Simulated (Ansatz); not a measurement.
Basis sets compared for CuAu₂. Charge 0, multiplicity 2. Geometry PBE0-D4/def2-TZVP. Ansatz on 4 threads of Arm Neoverse V2 on a shared host; times are rough, and most runs start from earlier orbitals.

```
atom    x (Å)    y (Å)    z (Å)
 Au1  -0.3899   1.3785  -0.5688
 Au2  -0.8855  -1.2574   0.1028
 Cu3   1.2754  -0.1211   0.4660
```

In the def2 sets Au takes a core potential; there is no spin–orbit coupling. The structure comes from a short search, and lower isomers may exist.

Binding counts from free atoms (Au doublet, Cu doublet) in the same basis, without a counterpoise term.

```json
{"level": "PBE-D4/def2-SVP", "functions": "95", "energy (Eh)": "-1911.6196", "HOMO (eV)": "-4.41", "LUMO (eV)": "-3.93", "binding per atom (eV)": "1.49", "wall time": "1.8 s"}
{"level": "PBE-D4/def2-TZVP", "functions": "125", "energy (Eh)": "-1911.8851", "HOMO (eV)": "-4.59", "LUMO (eV)": "-4.08", "binding per atom (eV)": "1.35", "wall time": "2.3 s"}
{"level": "r2SCAN-D4/def2-TZVP", "functions": "125", "energy (Eh)": "-1912.1395", "HOMO (eV)": "-4.78", "LUMO (eV)": "-3.81", "binding per atom (eV)": "1.39", "wall time": "5.5 s"}
{"level": "PBE0-D4/def2-SVP", "functions": "95", "energy (Eh)": "-1911.5253", "HOMO (eV)": "-4.97", "LUMO (eV)": "-2.98", "binding per atom (eV)": "1.30", "wall time": "2.5 s"}
{"level": "PBE0-D4/def2-TZVP", "functions": "125", "energy (Eh)": "-1911.7807", "HOMO (eV)": "-5.09", "LUMO (eV)": "-3.08", "binding per atom (eV)": "1.20", "wall time": "6 s"}
```

(1) Estimate the rows for PBE-D4/def2-TZVPD, r2SCAN-D4/def2-TZVPD, PBE0-D4/def2-TZVPD.

## Answers

(1) 
| level | functions | energy (Eh) | HOMO (eV) | LUMO (eV) | binding per atom (eV) | wall time |
| --- | --- | --- | --- | --- | --- | --- |
| PBE-D4/def2-TZVPD | 134 | -1911.8865 | -4.60 | -4.08 | 1.36 | 2.6 s |
| r2SCAN-D4/def2-TZVPD | 134 | -1912.1411 | -4.79 | -3.79 | 1.41 | 6 s |
| PBE0-D4/def2-TZVPD | 134 | -1911.7822 | -5.10 | -3.07 | 1.21 | 4.2 s |
